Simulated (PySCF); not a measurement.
PySCF input file for H₂OSi, SMILES [SiH]O (connectivity only; charge and spin as stated), neutral, multiplicity 1, C-PCM-B3LYP/def2-TZVPD. Geometry optimised at PBE0-D3(BJ)/def2-TZVP.

```python
import numpy as np
from pyscf import gto, scf, dft
from pyscf.solvent import pcm

mol = gto.M(
    atom='''
    Si    0.10065513    0.63004208    0.00000000
    H    -1.43257524    0.84296305    0.00000000
    O     0.09618848   -1.02254343    0.00000000
    H    -0.74610441   -1.48320474    0.00000000
    ''',
    basis='def2-TZVPD',
    charge=0,
    spin=0,
    max_memory=1600,
    verbose=3,
)
mf = dft.RKS(mol, xc='b3lyp').density_fit(auxbasis='def2-universal-jkfit')
mf.grids.level = 3
mf.conv_tol = 1e-9
mf.max_cycle = 100
mf.kernel()
res = {}
for name, eps in {'water': 78.355, '1-octanol': 9.8629, 'toluene': 2.3741}.items():
    s = mf.PCM()
    s.with_solvent.method, s.with_solvent.eps, s.with_solvent.lebedev_order = 'C-PCM', eps, 29
    s.kernel(mf.make_rdm1())
    res[name] = (s.e_tot, eps, s.dip_moment(), s.mo_energy, s.converged)
    print(f'{name}: electrostatic solvation free energy {(s.e_tot - mf.e_tot) * 627.509474:.3f} kcal/mol')
```

Log of the run:

```
converged SCF energy = -365.973313599388

WARN: PCM is an experimental feature. It is still in testing.
Features and APIs may be changed in the future.

converged SCF energy = -365.97978602525
Dipole moment(X, Y, Z, Debye): -1.86615, -0.66174, -0.00000
water: electrostatic solvation free energy -4.062 kcal/mol

WARN: PCM is an experimental feature. It is still in testing.
Features and APIs may be changed in the future.

converged SCF energy = -365.979129306784
Dipole moment(X, Y, Z, Debye): -1.81009, -0.64525, -0.00000
1-octanol: electrostatic solvation free energy -3.649 kcal/mol

WARN: PCM is an experimental feature. It is still in testing.
Features and APIs may be changed in the future.

converged SCF energy = -365.976898122356
Dipole moment(X, Y, Z, Debye): -1.63566, -0.59033, -0.00000
toluene: electrostatic solvation free energy -2.249 kcal/mol
```

Self-consistency was reached.
